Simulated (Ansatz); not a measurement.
A nudged elastic band was laid between two geometries of ClH3Sn + FH (7 atoms, charge 0, multiplicity 1).

Level of theory: RKS B3LYP-D4/def2-SVP (Ansatz).

```yaml
movable_images: 7
climbing_image: yes
spring: 5.0 eV/Å²
optimiser: quadratic models (default)
start_path: through a guess of the saddle point
force_threshold: 0.03 eV/Å
iteration_limit: 60
end_points: relaxed
```

Initial state:

```xyz
7
Properties=species:S:1:pos:R:3
Sn -0.308 -0.207 0.038
H -0.562 -0.534 1.693
Cl 2.085 -0.032 -0.255
H -0.967 1.256 -0.544
H -0.712 -1.544 -0.959
F 1.089 2.071 1.610
H 1.745 1.609 1.123
```

Final state:

```xyz
7
Properties=species:S:1:pos:R:3
Sn 0.175 0.433 -0.734
H 0.199 -0.098 3.430
Cl 2.210 0.004 -1.835
H -0.772 1.480 -1.695
H -0.465 -1.041 -0.156
F 0.662 1.469 0.843
H 0.363 0.372 2.852
```

Problem. What changes between the two ends?

Solution. Bonds broken: Sn1–H2, F6–H7. Bonds formed: Sn1–F6, H2–H7. ClH3Sn + FH becomes ClFH2Sn + H2.

Problem. What energy profile does the band end with?

Solution. The run converged. The highest image is number 4 of 0 to 8, 1.32 eV above the first end and 1.42 eV above the last; the last end lies 0.10 eV below the first. Neighbouring images differ by up to 1.3 eV, so the band resolves the path poorly. A vibrational analysis at the climbing image gives one clearly imaginary mode, 1010i cm⁻¹: a first-order saddle point. The orbitals stay closed-shell, which can raise the energy where a bond breaks towards radicals; this wasn't checked here.

| image | path coordinate (Å) | energy (eV) | Sn1–H2 (Å) | F6–H7 (Å) | Sn1–F6 (Å) |
| --- | --- | --- | --- | --- | --- |
| 0 | 0.00 | 0.00 | 1.71 | 0.94 | 3.10 |
| 1 | 0.99 | 0.15 | 1.71 | 0.93 | 3.26 |
| 2 | 1.98 | 0.33 | 1.73 | 0.93 | 3.28 |
| 3 | 2.98 | 0.60 | 1.75 | 0.94 | 2.94 |
| 4 | 3.97 | 1.32 | 2.02 | 1.13 | 2.22 |
| 5 | 4.97 | 0.06 | 2.72 | 1.93 | 1.96 |
| 6 | 5.98 | -0.09 | 3.63 | 2.34 | 1.95 |
| 7 | 6.98 | -0.09 | 4.05 | 2.31 | 1.95 |
| 8 | 7.99 | -0.10 | 4.20 | 2.31 | 1.95 |

Problem. What is the geometry of the highest image?

Solution. 
```xyz
7
Properties=species:S:1:pos:R:3
Sn 0.164 0.179 -0.123
H -0.653 0.490 1.701
Cl 2.155 0.263 -1.426
H -0.842 1.349 -0.853
H -0.166 -1.494 -0.039
F 1.383 1.006 1.537
H 0.331 0.826 1.908
```

The run took 11 min on 1 thread of Arm Neoverse V2, with other jobs on the host, peak memory 0.17 GiB.
